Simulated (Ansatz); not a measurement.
Geometry optimisation, Ansatz 0.2.0, RKS PBE0-D4/def2-SVP.

Input file:

```yaml
crystal:
  periodic: [false, false, false]
  atoms:
    - { symbol: B, position_ang: [0.04231, -0.199583, 0.234514] }
    - { symbol: "N", position_ang: [-0.009472, -0.295388, 1.708979] }
    - { symbol: H, position_ang: [-0.813919, -0.625656, 2.224604] }
    - { symbol: H, position_ang: [0.845281, -0.264941, 2.248394] }
    - { symbol: F, position_ang: [1.218775, 0.065581, -0.329612] }
    - { symbol: O, position_ang: [-1.016565, -0.393693, -0.58882] }
    - { symbol: H, position_ang: [-1.836948, -0.594389, -0.131622] }
    - { symbol: H, position_ang: [-0.290242, 2.17315, 0.361559] }
    - { symbol: H, position_ang: [-0.28782, 1.84372, 1.000903] }
basis:
  gaussian: { orbitals: def2-SVP }
hamiltonian:
  xc: pbe0
  dispersion: d4
relax:
  f_tol: 0.03
  max_steps: 50
```

Run as:

```bash
$ ansatz run input.yaml --threads 2 --pin off --max-ram 3072MiB --backend cpu --events-out ev --progress --plain --runs-dir out
```

Problem. Where does it end, and by what steps?

Solution. The run converged. After 17 steps the energy has fallen by 0.285 eV; H8 moved furthest, 1.22 Å.

```json
{"step": "0", "energy less start (eV)": "0.0000", "largest force component (eV/Å)": "2.098", "accepted": "yes"}
{"step": "1", "energy less start (eV)": "-0.1842", "largest force component (eV/Å)": "1.068", "accepted": "yes"}
{"step": "2", "energy less start (eV)": "-0.2392", "largest force component (eV/Å)": "0.276", "accepted": "yes"}
{"step": "3", "energy less start (eV)": "-0.2553", "largest force component (eV/Å)": "0.121", "accepted": "yes"}
{"step": "4", "energy less start (eV)": "-0.2582", "largest force component (eV/Å)": "0.119", "accepted": "yes"}
{"step": "5", "energy less start (eV)": "-0.2607", "largest force component (eV/Å)": "0.148", "accepted": "yes"}
{"step": "6", "energy less start (eV)": "-0.2532", "largest force component (eV/Å)": "0.733", "accepted": "no"}
{"step": "7", "energy less start (eV)": "-0.2662", "largest force component (eV/Å)": "0.069", "accepted": "yes"}
{"step": "8", "energy less start (eV)": "-0.2652", "largest force component (eV/Å)": "0.519", "accepted": "no"}
{"step": "9", "energy less start (eV)": "-0.2682", "largest force component (eV/Å)": "0.166", "accepted": "yes"}
{"step": "10", "energy less start (eV)": "-0.2710", "largest force component (eV/Å)": "0.116", "accepted": "yes"}
{"step": "11", "energy less start (eV)": "-0.2736", "largest force component (eV/Å)": "0.206", "accepted": "yes"}
{"step": "12", "energy less start (eV)": "-0.2769", "largest force component (eV/Å)": "0.265", "accepted": "yes"}
{"step": "13", "energy less start (eV)": "-0.2803", "largest force component (eV/Å)": "0.200", "accepted": "yes"}
{"step": "14", "energy less start (eV)": "-0.2827", "largest force component (eV/Å)": "0.155", "accepted": "yes"}
{"step": "15", "energy less start (eV)": "-0.2839", "largest force component (eV/Å)": "0.142", "accepted": "yes"}
{"step": "16", "energy less start (eV)": "-0.2846", "largest force component (eV/Å)": "0.070", "accepted": "yes"}
{"step": "17", "energy less start (eV)": "-0.2849", "largest force component (eV/Å)": "0.016", "accepted": "yes"}
```

```xyz
9
Properties=species:S:1:pos:R:3
B 0.106 -0.670 0.154
N 0.021 -0.251 1.499
H -0.836 -0.149 2.023
H 0.855 -0.075 2.041
F 1.320 -0.799 -0.391
O -0.952 -0.954 -0.652
H -1.806 -0.838 -0.228
H -0.513 3.094 1.125
H -0.343 2.351 1.157
```

Whether the end is a true minimum wasn't checked by a vibrational analysis.

Run time: 16 s on 2 threads of Intel(R) Xeon(R) 6975P-C (Granite Rapids), with other jobs on the host, peak memory 0.16 GiB.
